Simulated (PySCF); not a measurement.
H₃Sb, SMILES [SbH3].

Geometry optimised at B3LYP-D3(BJ)/def2-TZVPD. The def2 effective core potentials stand for the cores of Sb; spin–orbit coupling is left out.

Two levels are set side by side: TDA-PBE/def2-TZVPD (PySCF) and TDA-ωB97X/def2-TZVPD (PySCF). Vertical, same geometry. The lowest singlet is HOMO→LUMO+2 98 % with PBE and HOMO→LUMO+1 91 % with the other functional; states are paired by order. Differences are taken from unrounded values.

| quantity | TDA-ωB97X |
|---|---|
| lowest singlet excitation (eV) | 6.34 |
| lowest triplet excitation (TDA) (eV) | 5.27 |
| first bright state (f over 0.05) (eV) | 6.34 |
| its oscillator strength | 0.10 |

Q: What does TDA-PBE give, and how far is it from TDA-ωB97X? (An estimate is asked for; the answer gives what the named calculation found.)

A: 
| quantity | TDA-PBE | TDA-PBE minus TDA-ωB97X |
|---|---|---|
| lowest singlet excitation (eV) | 6.02 | -0.32 |
| lowest triplet excitation (TDA) (eV) | 4.98 | -0.29 |
| first bright state (f over 0.05) (eV) | 6.02 | -0.32 |
| its oscillator strength | 0.16 | 0.06 |

A lower first singlet is the usual sign of a functional without exact exchange. Differences between two approximate levels are no errors against the true value.

Rough cost on one machine, each run with all the roots and properties that it gave: TDA-ωB97X against TDA-PBE about 2 times.
